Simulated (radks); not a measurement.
All-electron atom: Re60+ in [Ne] 3s2 3p3 (the NIST ground configuration).

Method: scalar-relativistic Kohn-Sham, BLYP, spin-polarised, spherical densities, finite nucleus; open shells are filled with parallel spins first (spin-orbit coupling, left out, can overturn this in heavy ions); Fermi nuclear charge, rms radius 5.3698 fm; computed with a radial shooting solver on a logarithmic mesh with Libxc functionals.

Energy parts (hartree):
total: -12652.8470
kinetic: 14329.9518
electron-nucleus: -28030.0105
Hartree: 1211.8782
exchange-correlation: -164.6665

Orbitals (lengths in bohr, moments of r in powers of bohr; <r^-3> diverges for s and p1/2; r(max) is where P^2 peaks):
| orbital | occ. | eigenvalue (hartree) | r(max) | <r^-3> |
|---|---|---|---|---|
| 1s up | 1 | -2809.554 | 0.01124 | - |
| 1s down | 1 | -2809.125 | 0.01124 | - |
| 2s up | 1 | -626.0708 | 0.06417 | - |
| 2s down | 1 | -625.7561 | 0.06418 | - |
| 2p up | 3 | -569.3478 | 0.05263 | 21310 |
| 2p down | 3 | -568.9094 | 0.05266 | 21300 |
| 3s up | 1 | -251.1059 | 0.1730 | - |
| 3s down | 1 | -249.7498 | 0.1730 | - |
| 3p up | 3 | -234.3114 | 0.1693 | 5841 |
| 3p down | 0 | -232.9611 | 0.1693 | 5835 |
| 3d up | 0 | -219.5824 | 0.1346 | 774.3 |
| 3d down | 0 | -218.4615 | 0.1340 | 779.0 |
| 4s up | 0 | -133.3818 | 0.3440 | - |
| 4s down | 0 | -133.2040 | 0.3457 | - |

The highest occupied level is 3p up at -6375.9 eV. The density falls to 0.001 e/bohr^3 at r = 0.55 bohr. Spin moment in Bohr magnetons: 3.
